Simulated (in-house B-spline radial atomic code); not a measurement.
Ionising Kr6+ with different functionals

Computed with a B-spline radial code for spherical atoms: non-relativistic Hamiltonian, point nucleus, spin-polarised at highest spin, spherical fractional occupations for the functionals, the average over the highest-spin determinants for Hartree-Fock. The ionisation energy is the difference of two self-consistent energies, [Ar] 3d10 4s2 → [Ar] 3d10 4s1, without Breit or QED terms; ε is the level of the shell that loses the electron (its least bound occupied spin orbital). There is no spin-orbit coupling in this Hamiltonian.

```csv
method,rung,ΔSCF (eV),-ε(4s) (eV)
Hartree-Fock,Hartree-Fock,105.37,105.58
HF fractional,Hartree-Fock,105.37,105.58
LDA VWN5,LDA,108.56,101.23
LDA PW92,LDA,108.56,101.22
LDA exchange-only,LDA,106.71,99.61
PBE,GGA,108.12,100.71
PBEsol,GGA,107.91,100.71
BLYP,GGA,108.37,100.88
RPBE,GGA,107.87,100.43
PW91,GGA,108.26,100.88
BP86,GGA,108.13,100.94
AM05,GGA,107.82,100.68
OLYP,GGA,107.60,100.21
TPSS,meta-GGA,107.59,100.56
SCAN,meta-GGA,107.46,101.15
r2SCAN,meta-GGA,107.30,100.97
M06-L,meta-GGA,107.48,100.60
revTPSS,meta-GGA,107.40,100.49
PBE0,global hybrid,107.65,102.18
B3LYP,global hybrid,108.20,102.24
TPSSh,global hybrid,107.46,101.16
M06-2X,global hybrid,107.77,102.76
BHandHLYP,global hybrid,107.55,103.79
r2SCAN0,global hybrid,107.13,102.41
B97-1,global hybrid,108.01,101.85
HSE06,range-separated hybrid,107.73,101.96
wB97X,range-separated hybrid,107.41,105.18
CAM-B3LYP,range-separated hybrid,108.20,104.12
LC-wPBE,range-separated hybrid,107.92,105.62
```

(1) Among the functionals, which spreads more, the ΔSCF values or the orbital energies?

(2) How do they compare with the NIST value?

Results:

(1) The orbital energies: ΔSCF values span about 1.85 eV and the orbital energies 6.01 eV.

(2) NIST lists 109.13 eV ± 0.05 (tabulated theory, ground level to ground level). Errors run from -3.76 to -0.57 eV; LDA VWN5 is closest (-0.57 eV), though others lie within the uncertainty of it, and part of that can be cancellation, since the calculations leave out relativity, Breit-QED terms. Hartree-Fock also lacks correlation.
